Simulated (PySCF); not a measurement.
Compound: C5H6O4.
Atom-mapped SMILES: `[CH2:1]=[CH:2][C:3](=[O:4])[O:5][CH2:6][O:7][CH:8]=[O:9]` (hydrogens: H10, H11 on C1; H12 on C2; H13, H14 on C6; H15 on C8)

Structure used (GFN2-xTB), in Å, numbered top down from 1:
```xyz
15
C5H6O4 angstrom
C      3.2864    0.0116   -0.3560
C      2.0864   -0.0667    0.2022
C      0.8940   -0.3883   -0.6021
O      0.8704   -0.6234   -1.7793
O     -0.2139   -0.4083    0.1880
C     -1.4469   -0.6377   -0.4353
O     -2.0761    0.5920   -0.7470
C     -2.9372    1.0841    0.1415
O     -3.2834    0.5725    1.1596
H      4.1698    0.2487    0.2113
H      3.4051   -0.1642   -1.4129
H      1.9076    0.1010    1.2528
H     -2.0661   -1.2028    0.2704
H     -1.2994   -1.1642   -1.3857
H     -3.3013    2.0535   -0.2352
```

Computed geometry: GFN2-xTB, gas phase.

Masses are those of the commonest isotopes; rigid-rotor values at the optimised geometry. The values belong to one conformer with, in the numbering `[CH2:1]=[CH:2][C:3](=[O:4])[O:5][CH2:6][O:7][CH:8]=[O:9]`, C1–C2–C3–O4 1°, C2–C3–O5–C6 177°, C3–O5–C6–O7 -94°, O5–C6–O7–C8 -94°, C6–O7–C8–O9 -3°.

Question: What are A, B and C (cm⁻¹)?

Answer: Ia = 106.41, Ib = 662.39, Ic = 712.80 u·Å²; 505379 MHz·u·Å²/I gives 4750, 763.0 and 709.0 MHz, that is A = 0.15843, B = 0.02545, C = 0.02365 cm⁻¹.

Question: Classify the top.

Answer: A near-prolate asymmetric top. Ray's parameter κ = (2B − A − C)/(A − C) = -0.973; −1 is the prolate and +1 the oblate limit.

Question: Is it planar, by Δ = Ic − Ia − Ib?

Answer: Not planar: Δ = Ic − Ia − Ib = -56.00 u·Å². For a rigid frame Δ = −2 Σ m c², so Σ m c² = 28.00 u·Å² lies off the ab plane: 6.24 from hydrogen and 21.76 from heavier atoms. The atom farthest from that plane is 1.62 Å away.

Question: Give the other two planar moments, Paa and Pbb, and the rms extents of the mass along the axes.

Answer: Paa = Σ m a² = (Ib + Ic − Ia)/2 = 634.39 and Pbb = Σ m b² = (Ia + Ic − Ib)/2 = 78.41 u·Å². With the mass M = 130.03 u, the rms extents √(P/M) along a, b and c are 2.21, 0.78, 0.46 Å.

Question: List the rotational levels J(Ka,Kc) to J = 3 (MHz).

Answer: Above 0(0,0):
J = 1: 1(0,1) 1472, 1(1,1) 5459, 1(1,0) 5513
J = 2: 2(0,2) 4415, 2(1,2) 8349, 2(1,1) 8510, 2(2,1) 20470, 2(2,0) 20471
J = 3: 3(0,3) 8829, 3(1,3) 12683, 3(1,2) 13007, 3(2,2) 24886, 3(2,1) 24889, 3(3,1) 44954, 3(3,0) 44954

Question: Estimate the classical rotational partition function at 50 K, 200 K and 500 K.

Answer: Point group C1, symmetry number σ = 1; q = (√π/σ)·√((kT/h)³/(ABC)), k/h = 20836.6 MHz/K: 37200 at 50 K, 297000 at 200 K, 1180000 at 500 K.

No frequency check. No vibrational averaging or centrifugal distortion is included, and the geometry carries the error of its method.
